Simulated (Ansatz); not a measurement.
Stretching the B1–F3 bond in BF2H (SMILES FBF) (multiplicity 1 held, fragments rigid). Energies count from the point at 1.318 Å.
Geometry at that point (charge 0, multiplicity 1):
```xyz
4

B     -0.23542    -0.38536     0.08190
H     -0.84420    -1.38184     0.29368
F      0.89920    -0.13881     0.70492
F     -0.67460     0.50643    -0.78305
```

Signs of static correlation in cc-pVTZ, from Ansatz (a program for electronic structure) runs.

```json
[
 {"R (Å)": "1.054", "T1 of restricted CCSD": "0.011", "⟨S²⟩ of UHF": "0.000", "largest double amplitude of restricted CCSD": "0.028"},
 {"R (Å)": "1.186", "T1 of restricted CCSD": "0.012", "⟨S²⟩ of UHF": "0.000", "largest double amplitude of restricted CCSD": "0.030"},
 {"R (Å)": "1.318", "T1 of restricted CCSD": "0.013", "⟨S²⟩ of UHF": "0.000", "largest double amplitude of restricted CCSD": "0.028"},
 {"R (Å)": "1.449", "T1 of restricted CCSD": "0.014", "⟨S²⟩ of UHF": "0.000", "largest double amplitude of restricted CCSD": "0.022"},
 {"R (Å)": "1.581", "T1 of restricted CCSD": "0.015", "⟨S²⟩ of UHF": "0.000", "largest double amplitude of restricted CCSD": "0.025"},
 {"R (Å)": "1.779", "T1 of restricted CCSD": "0.017", "⟨S²⟩ of UHF": "0.000", "largest double amplitude of restricted CCSD": "0.036"},
 {"R (Å)": "1.977", "T1 of restricted CCSD": "0.020", "⟨S²⟩ of UHF": "0.000", "largest double amplitude of restricted CCSD": "(withheld)"},
 {"R (Å)": "2.306", "T1 of restricted CCSD": "0.028", "⟨S²⟩ of UHF": "0.626", "largest double amplitude of restricted CCSD": "0.133"},
 {"R (Å)": "2.635", "T1 of restricted CCSD": "0.043", "⟨S²⟩ of UHF": "0.886", "largest double amplitude of restricted CCSD": "0.196"},
 {"R (Å)": "3.031", "T1 of restricted CCSD": "0.073", "⟨S²⟩ of UHF": "0.972", "largest double amplitude of restricted CCSD": "0.318"},
 {"R (Å)": "3.558", "T1 of restricted CCSD": "(withheld)", "⟨S²⟩ of UHF": "1.000", "largest double amplitude of restricted CCSD": "0.634"},
 {"R (Å)": "4.217", "T1 of restricted CCSD": "0.191", "⟨S²⟩ of UHF": "1.006", "largest double amplitude of restricted CCSD": "1.119"}
]
```

Task: Complete the blanks.

Result: 
- 1.977, largest double amplitude of restricted CCSD: 0.076
- 3.558, T1 of restricted CCSD: 0.131

Doubts at one or more of the structures used: a restricted determinant that unrestricted orbitals would lower (R-CCSD(T)/cc-pVTZ); T1 above 0.05 (R-CCSD(T)/cc-pVTZ, U-CCSD(T)/cc-pVTZ); other coupled-cluster roots lie near (R-CCSD(T)/cc-pVTZ); a spin-contaminated determinant (U-CCSD(T)/cc-pVTZ).
